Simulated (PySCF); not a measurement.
C2H7FOSi, SMILES CC[SiH](O)F.

Coordinates come from a PBE-D3(BJ)/def2-SVP optimisation. The values are those of a single conformer.

Method: PySCF with PBE0/def2-TZVP.

The molecule is in vacuum.

```yaml
total_energy: -544.83133 hartree
highest_occupied_level: -8.52 eV
lowest_empty_level: 0.52 eV
orbital_gap: 9.04 eV
dipole_moment: 2.35 D
quadrupole, principal values (traceless, Buckingham form, about the centre of nuclear charge): -5.86, -2.17, 8.04 D·Å
mean_static_polarisability: 51.9 bohr³ (7.69 Å³)
polarisability_principal_values: 49.4, 49.9, 56.5 bohr³
```
